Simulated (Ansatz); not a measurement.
Isolated molecules relaxed with PBE0-D4/def2-TZVP in Ansatz; ΔE leaves out vibrations. CBS: MP2 limit from def2 TZ/QZ plus the TZ coupled-cluster correction, frozen cores. Functionals use def2-TZVPP. B3LYP here is the variant with VWN-RPA as its local correlation; programs differ in this. HSE06 is defined as in plane-wave codes. For Ge outer-core shells are correlated without core-valence functions, which leaves a few kJ/mol of doubt a bond. Scalar relativity is left out up to krypton. One conformer a species, not always the lowest.

Reaction (germylene formation by 1,1-elimination): `[OH][GeH2][GeH2][OH]` → `[GeH2]` + `[OH][GeH2][OH]`

`[OH][GeH2][GeH2][OH]`:

Z-matrix (Å, degrees):
```
Ge
Ge 1 2.444
O 1 1.791 2 109.9
H 1 1.547 2 110.2 3 -120.7
H 1 1.534 2 113.2 3 115.6
O 2 1.791 1 109.9 3 167.3
H 2 1.534 1 113.2 3 -77.0
H 2 1.547 1 110.2 3 46.6
H 3 0.960 1 112.5 2 -67.2
H 6 0.960 2 112.5 1 -67.2
```

`[GeH2]`:

Cartesian coordinates in Å:
```
Ge 0.471 0.182 0.551
H -0.687 -0.900 0.379
H 0.216 0.718 -0.929
```

`[OH][GeH2][OH]`:

```xyz
7

O    -0.366    0.922   -1.208
Ge    0.010   -0.468   -0.168
O     1.193   -0.022    1.075
H    -1.116    1.434   -0.901
H    -1.294   -0.948    0.502
H     0.729   -1.487   -1.045
H     0.843    0.568    1.746
```

(1) Is it downhill or uphill in electronic energy at CCSD(T)/CBS, and by how much? (Best estimate.)

(2) What do these levels give: LDA (SPW92), r2SCAN-D4, HSE06-D4, revPBE, B3LYP, HSE06, BHLYP, LC-ωPBE, RPA@PBE/def2-TZVPP, CCSD/def2-SVP, HF/def2-TZVPP, SCS-MP2/def2-QZVPP? (Best estimate.)

Largest T1 diagnostic among the species: 0.012.

Results:

(1) The calculation gave: Uphill: ΔE = +1.75 eV.

(2) Computed: LDA (SPW92) 2.13, r2SCAN-D4 1.92, HSE06-D4 1.88, revPBE 1.60, B3LYP 1.54, HSE06 1.82, BHLYP 1.60, LC-ωPBE 1.89, RPA@PBE/def2-TZVPP 1.64, CCSD/def2-SVP 1.55, HF/def2-TZVPP 1.41, SCS-MP2/def2-QZVPP 1.75 eV.

In def2-TZVPP, CCSD(T) changes the Hartree–Fock value by +0.37 eV (the triples alone add +0.05 eV) and MP2 by +0.51 eV. From PBE to PBE0 (25 % exact exchange), in def2-TZVPP and without D4, ΔE moves by +0.06 eV.
